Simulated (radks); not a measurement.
Species: Pr2+. Configuration: [Xe] 4f2.5 5f0.5 (fractional occupations, a model configuration). Calculated with a radial shooting solver on a logarithmic mesh with Libxc functionals: Dirac Kohn-Sham, LDA (Slater exchange, Perdew-Zunger correlation), spin-unpolarised, spherical densities, point nucleus; open shells fill j = l - 1/2 first.

Spin-orbit splittings of the eigenvalues, e(l+1/2) - e(l-1/2), with zeta = 2 splitting/(2l+1) and mean radii in bohr:

2p: occ. 6; splitting (eV) 481.6; zeta (eV) 321.1; <r> j=l-1/2 0.08608; <r> j=l+1/2 0.09239
3p: occ. 6; splitting (eV) 95.36; zeta (eV) 63.58; <r> j=l-1/2 0.2619; <r> j=l+1/2 0.2743
3d: occ. 10; splitting (eV) 20.57; zeta (eV) 8.230; <r> j=l-1/2 0.2454; <r> j=l+1/2 0.2492
4p: occ. 6; splitting (eV) 20.71; zeta (eV) 13.81; <r> j=l-1/2 0.6398; <r> j=l+1/2 0.6680
4d: occ. 10; splitting (eV) 3.641; zeta (eV) 1.456; <r> j=l-1/2 0.7203; <r> j=l+1/2 0.7304
4f: occ. 2.5; splitting (eV) 0.3751; zeta (eV) 0.1072; <r> j=l-1/2 1.064; <r> j=l+1/2 1.077
5p: occ. 6; splitting (eV) 3.013; zeta (eV) 2.009; <r> j=l-1/2 1.662; <r> j=l+1/2 1.743
5d: occ. 0; splitting (eV) 0.2834; zeta (eV) 0.1134; <r> j=l-1/2 2.465; <r> j=l+1/2 2.502
5f: occ. 0.5; splitting (eV) 0.008002; zeta (eV) 0.002286; <r> j=l-1/2 6.334; <r> j=l+1/2 6.349
6p: occ. 0; splitting (eV) 0.4557; zeta (eV) 0.3038; <r> j=l-1/2 4.273; <r> j=l+1/2 4.447
6f: occ. 0; splitting (eV) 0.005634; zeta (eV) 0.001610; <r> j=l-1/2 10.98; <r> j=l+1/2 11.00
